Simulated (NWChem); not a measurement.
MgSiH$_{3}$OCl; SMILES [Cl][Mg][O][SiH3]

```xyz
7

Mg     0.1074    -0.8464    -0.0011
Cl     0.3506    -3.0359     0.0003
O     -0.0911     0.9423    -0.0022
Si    -0.2727     2.5870    -0.0032
H     -1.0702     3.0449    -1.2005
H      1.0669     3.2817    -0.0480
H     -0.9939     3.0549     1.2378
```
Atoms are numbered in this order, from 1.

The geometry was optimised at PBE-D3(BJ)/def2-SVP.

Problem. List the 4 lowest vertical singlet excitations from CAM-B3LYP/6-31G* (spherical d), full TDDFT (NWChem).

Solution. 
```json
[
 {"state": "S1", "energy (eV)": "5.45", "oscillator strength": "0.012", "leading excitation (squared amplitude)": "HOMO → LUMO (0.90)"},
 {"state": "S2", "energy (eV)": "5.45", "oscillator strength": "0.012", "leading excitation (squared amplitude)": "HOMO−1 → LUMO (0.90)"},
 {"state": "S3", "energy (eV)": "5.95", "oscillator strength": "0.062", "leading excitation (squared amplitude)": "HOMO−2 → LUMO (0.95)"},
 {"state": "S4", "energy (eV)": "5.95", "oscillator strength": "0.062", "leading excitation (squared amplitude)": "HOMO−3 → LUMO (0.95)"}
]
```
